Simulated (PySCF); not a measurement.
This PySCF input asks for the NMR shieldings of `Cl/C=C1\C[C@H]1BCB(Cl)Cl`, C5H7B2Cl3; the geometry comes from GFN2-xTB.

```python
import basis_set_exchange as bse
import numpy as np
from pyscf import gto, dft
from pyscf.prop import nmr

atoms = """
Cl    3.499551    1.081730    1.814850
C     1.973359    1.062169    0.990121
C     1.642151    0.100336    0.172266
C     1.917267   -1.145241   -0.513640
C     0.591733   -0.407730   -0.754273
B    -0.724821   -0.884023   -0.107674
C    -2.110938   -0.315924   -0.636387
B    -2.432714    0.983724    0.202600
Cl   -1.661033    2.479800   -0.168332
Cl   -3.489185    0.938993    1.557323
H     1.349350    1.912533    1.214160
H     1.885824   -2.064502    0.053382
H     2.646832   -1.147714   -1.311017
H     0.543847    0.143138   -1.688954
H    -0.703338   -1.606414    0.812254
H    -2.900974   -1.053609   -0.507407
H    -2.033907   -0.065236   -1.693764
"""
names = dict.fromkeys(["Cl", "C", "B", "H"], "pcSseg-1")
basis = {el: gto.basis.parse(bse.get_basis(n, elements=[el], fmt="nwchem")) for el, n in names.items()}
mol = gto.M(atom=atoms, basis=basis, charge=0, verbose=0)
mf = dft.RKS(mol, xc="PBE0")
mf.grids.level = 2
mf.grids.alignment = dft.numint.BLKSIZE   # the property module wants whole blocks of grid points
mf.conv_tol = 1e-9
mf.kernel()

calc = nmr.RKS(mf)   # GIAO
C = mf.mo_coeff
Co = C[:, mf.mo_occ > 0]
resp = mf.gen_response(singlet=True, hermi=2)
def vind(x):   # induced exchange potential for any number of trial vectors
    d = np.einsum("pi,xij,qj->xpq", C, 2 * x.reshape(-1, C.shape[1], Co.shape[1]), Co, optimize=True)
    return np.einsum("xpq,pi,qj->xij", resp(d - d.transpose(0, 2, 1)), C, Co, optimize=True).ravel()
mo1, _ = nmr.rhf.solve_mo1(calc, with_cphf=vind)
sigma = calc.kernel(mo1)
for i, s in enumerate(sigma):   # ppm
    print("%2d %-2s %9.2f" % (i, mol.atom_pure_symbol(i), np.trace(s) / 3))
```

**Question.** What does it print?

**Answer.** 
```
 0 Cl    733.75
 1 C      63.76
 2 C      52.52
 3 C     168.80
 4 C     157.40
 5 B      21.62
 6 C     137.65
 7 B      41.13
 8 Cl    660.19
 9 Cl    648.71
10 H      25.35
11 H      29.86
12 H      29.71
13 H      29.49
14 H      25.22
15 H      28.81
16 H      28.92
```

These numbers come from an equivalent density-fitted implementation of the same equations, which agrees with the script to about 0.01 ppm for H and up to a few tenths of a ppm for heavy atoms, so last digits may differ.

Size and cost of the density-fitted run: 226 basis functions, 2.5 min wall time on 1 thread of an Intel Xeon, shared host; peak memory 1.1 GiB.
